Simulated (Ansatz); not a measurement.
A structure relaxed at B3LYP-D4/def2-TZVP in Ansatz, charge 1, singlet:

Cartesian coordinates in Å:
```
Ti 0.8895 0.5879 0.2075
Ti -0.7063 -0.5231 -0.6383
H -0.4989 -0.1762 1.1720
H 0.9362 -1.1729 -0.2257
H -0.6204 1.2843 -0.5156
```

Question: Give its formula and point group.

Answer: the cluster Ti2H3⁺. Point group C2v (tolerance 0.1 Å).

Question: Summarise the bond lengths by kind (pairs closer than 1.2 times the sum of covalent radii, bridged metal pairs left out).

Answer: 6 × H–Ti 1.81 to 1.86 Å.

The restricted singlet is unstable towards broken spin symmetry at other levels; at B3LYP-D4/def2-TZVP this wasn't settled. At B3LYP-D4/def2-TZVP a triplet of charge 1 lies 0.67 eV below the restricted singlet, each at its own geometry. The structure comes from a short search, and lower isomers may exist.
